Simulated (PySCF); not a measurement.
Two species compared at the same levels of theory.

First species: C₂H₆O₂Si.
SMILES: `O=CC[SiH2]O`

Second species: C₃H₅Cl₃OSi.
SMILES: `C[Si@H](C=O)C(Cl)(Cl)Cl`

Levels: B3LYP/def2-SVPD for dipole moment, HOMO energy, LUMO energy, HOMO–LUMO gap, static isotropic polarisability and electronic spatial extent ⟨r²⟩ about the centre of nuclear charge; TDDFT B3LYP/def2-SVPD for lowest singlet excitation; TDA B3LYP/def2-SVPD for lowest triplet excitation (Tamm–Dancoff); GFN2-xTB for rotational constant A and rotational constant C. Geometries: GFN2-xTB. All species are isolated and taken at one optimised geometry, non-relativistic unless stated; the electronic structure was computed with PySCF and density fitting.

Dipoles, sizes and rotational constants follow the conformer. The torsions of the flexible species, by atom-mapped SMILES:
- `[O:1]=[CH:2][CH2:3][SiH2:4][OH:5]`: O1–C2–C3–Si4 68°, C2–C3–Si4–O5 -48°, H–O5–Si4–C3 17°
- `[CH3:1][Si@H:2]([CH:3]=[O:4])[C:5]([Cl:6])([Cl:7])[Cl:8]`: C1–Si2–C3–O4 63°, C1–Si2–C5–Cl6 -60°

Values for the first species:

- Dipole moment: 3.01 D
- HOMO energy: -7.57 eV
- LUMO energy: -1.54 eV
- HOMO–LUMO gap: 6.03 eV
- Lowest singlet excitation: 4.28 eV
- Lowest triplet excitation (Tamm–Dancoff): 3.73 eV
- Static isotropic polarisability: 57.2 au
- Electronic spatial extent ⟨r²⟩ about the centre of nuclear charge: 541 bohr²
- Rotational constant A: 6.652 GHz
- Rotational constant C: 2.342 GHz

**Question.** Estimate the same properties for the second species, and the change in each.

**Answer.** 
| property | first | second | second less first |
| --- | --- | --- | --- |
| dipole moment | 3.01 D | 1.52 D | -1.49 D |
| HOMO energy | -7.57 eV | -7.13 eV | +0.44 eV |
| LUMO energy | -1.54 eV | -2.19 eV | -0.65 eV |
| HOMO–LUMO gap | 6.03 eV | 4.94 eV | -1.09 eV |
| lowest singlet excitation | 4.28 eV | 3.21 eV | -1.07 eV |
| lowest triplet excitation (Tamm–Dancoff) | 3.73 eV | 2.54 eV | -1.19 eV |
| static isotropic polarisability | 57.2 au | 107.4 au | +50.2 au |
| electronic spatial extent ⟨r²⟩ about the centre of nuclear charge | 541 bohr² | 1863 bohr² | +1322 bohr² |
| rotational constant A | 6.652 GHz | 1.274 GHz | -5.378 GHz |
| rotational constant C | 2.342 GHz | 0.661 GHz | -1.681 GHz |

On the first: The principal polarisabilities are 50.0, 57.0 and 64.8 au; their mean is the isotropic value. The vertical singlet–triplet gap S1 − T1 is 0.55 eV (TDDFT singlet less Tamm–Dancoff triplet; S1: HOMO→LUMO, weight 0.97; T1: HOMO→LUMO, weight 0.97).

On the second: The vertical singlet–triplet gap S1 − T1 is 0.67 eV (TDDFT singlet less Tamm–Dancoff triplet; S1: HOMO→LUMO, weight 0.98; T1: HOMO→LUMO, weight 0.98). The principal polarisabilities are 97.6, 109.2 and 115.5 au; their mean is the isotropic value.
